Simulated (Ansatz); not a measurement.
Mulliken charges of Cl₂H₂O₂Sn, SMILES `[OH][Sn]([OH])([Cl])[Cl]` from PBE/def2-TZVPP in Ansatz (PBE0-D4/def2-TZVP geometry).

```tsv
atom	x (Å)	y (Å)	z (Å)	charge (e)
O1	-1.078	0.059	1.210	-0.468
Sn2	0.012	0.029	-0.393	1.149
O3	1.510	-1.127	-0.010	-0.463
Cl4	-1.102	-0.825	-2.202	-0.301
Cl5	0.674	2.174	-0.902	-0.310
H6	-1.588	0.867	1.313	0.196
H7	1.634	-1.244	0.938	0.197
```

Q: By hand: the dipole of these point charges (1 e Å = 4.8032 D).

A: Σ q r = (-0.047, 0.027, 0.371) e Å, of length 0.375 e Å = 1.80 D.

Q: How does the dipole of the full density compare? (Estimate.)

A: The calculation gave: (-0.100, 0.135, 0.359) e Å, 1.90 D; the point charges give 0.95 times that, at 18° from its direction.

Point charges leave out the atoms' own dipoles, such as those of lone pairs, and Mulliken's split depends on the basis, so the close match here is no proof of good charges.
